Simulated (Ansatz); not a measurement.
Reaction (ligand exchange at the Al–C bond): `[CH3][Al]([SH])[Br]` + H–F → `[F][Al]([SH])[Br]` + CH₄

Gas-phase electronic energies from Ansatz, PBE0-D4/def2-TZVP geometries. CCSD(T)/CBS adds triple-zeta CCSD(T) − MP2 to the extrapolated MP2 energy (def2 sets, frozen cores). This one scheme is used for every species. Functionals use def2-TZVPP. B3LYP here is the variant with VWN-RPA as its local correlation; programs differ in this. For Br outer-core shells are correlated without core-valence functions, which leaves a few kJ/mol of doubt a bond. Scalar relativity is left out up to krypton. One conformer a species, not always the lowest.

`[CH3][Al]([SH])[Br]`:

```xyz
8

C    -0.068   -1.166   -0.182
Al    0.252    0.737   -0.333
S    -0.262    2.211    1.183
Br    1.228    1.598   -2.178
H    -0.706   -1.509   -1.002
H     0.874   -1.716   -0.259
H    -0.547   -1.436    0.761
H    -0.771    1.281    2.010
```

H–F:

Cartesian coordinates in Å:
```
F 0.169 0.270 0.332
H -0.169 -0.270 -0.332
```

`[F][Al]([SH])[Br]`:

Z-matrix (Å, degrees):
```
Al
F 1 1.638
Br 1 2.234 2 119.2
S 1 2.156 2 118.1 3 -180.0
H 4 1.345 1 91.8 2 180.0
```

CH₄:

```xyz
5

C     0.000    0.000    0.000
H    -0.500   -0.010   -0.968
H     0.739    0.801    0.019
H     0.496   -0.956    0.162
H    -0.735    0.166    0.787
```

```tsv
level	ΔE (kJ/mol)	difference from CCSD(T)/CBS
LDA (SPW92)	-164.3	10.9
PBE-D4	-167.6	7.6
B97M-V	-186.1	-10.9
PBE0-D4	-168.1	7.1
B3LYP-D4	-180.9	-5.7
BHLYP-D4	-184.5	-9.3
ωB97M-V	-175.9	-0.7
B3LYP	-185.9	-10.7
r2SCANh	-181.0	-5.8
MP2/def2-TZVPP	-176.4	-1.2
CCSD(T)/CBS	-175.2	0
```

Largest T1 diagnostic among the species: 0.010.

The D4 term adds +5.0 kJ/mol with B3LYP and +2.9 kJ/mol with PBE0; it sums over pairs of atoms, weighted by their polarisabilities, and B3LYP, whose exchange is more repulsive, gets the larger term. In def2-TZVPP, CCSD(T) changes the Hartree–Fock value by +18.8 kJ/mol (the triples alone add +2.7 kJ/mol) and MP2 by +18.3 kJ/mol. At CCSD(T), def2-SVP lies −14.4 kJ/mol from the extrapolated value and def2-TZVPP −0.7 kJ/mol.
